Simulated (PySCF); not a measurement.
**Rotational lines of CaI⁺**

Lines J+1 ← J of the vibrational ground state, computed from RHF-CCSD(T) constants of CaI⁺, ¹Σ⁺ (singlet), closed shell (basis Ca x2c-SVPall, I x2c-SVPall; spin-free X2C with a Gaussian nucleus; PySCF 2.14; masses 39.9626 and 126.9045 u), in MHz:

| J | ν (MHz) |
| --- | --- |
| 0 | 4377.3 |
| 1 | 8754.5 |
| 2 | 13131.7 |
| 3 | 17508.9 |
| 4 | 21886.1 |

Task: Find B0 and the effective bond length r0; with αe = 0.000242 cm⁻¹, find Re.

Result: ν = 2B0(J+1) − 4D(J+1)³ gives B0 = 0.073005 cm⁻¹. With the reduced mass μred = 30.392 u, r0 = √(16.8576/(μred·B0)) (u, cm⁻¹, Å) = 2.7564 Å. Be = B0 + αe/2 = 0.073126 cm⁻¹ gives Re = 2.754 Å.

Correlated steps freeze 23 core orbitals. Correlated levels converge slowly with the basis: in double zeta they bind strong bonds too weakly, by up to about 1 eV, and carry superposition errors of some tenths. Spin–orbit coupling is left out, which matters for elements this heavy, above all for dissociation energies. For an ion De counts to the pair picked by the measured ionisation energies or electron affinities, which need not be the lowest pair at this level. Where the molecule has an RHF reference, its open-shell atoms are computed with UHF.
